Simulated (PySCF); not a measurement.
FIn, neutral, multiplicity 1. Atoms are numbered in the order given.

```xyz
2

In     0.0000     0.0000    -0.3120
F      0.0000     0.0000     1.6989
```

Geometry optimised at B3LYP-D3(BJ)/def2-TZVP. The def2 effective core potentials stand for the cores of In; spin–orbit coupling is left out.

Level of theory: PySCF with ωB97X/def2-TZVPD.

Gas-phase values at a fixed geometry.

| Quantity | Result |
|---|---|
| total energy | -290.10251 hartree |
| point group | C∞v |
| highest occupied level | -9.83 eV |
| lowest empty level | -0.01 eV |
| orbital gap | 9.82 eV |
| dipole moment | 3.41 D |
| quadrupole, principal values (traceless, Buckingham form, about the centre of nuclear charge) | -10.23, 5.11, 5.11 D·Å |
| mean static polarisability | 41.0 bohr³ (6.07 Å³) |
| polarisability, principal values | 39.6, 39.6, 43.8 bohr³ |
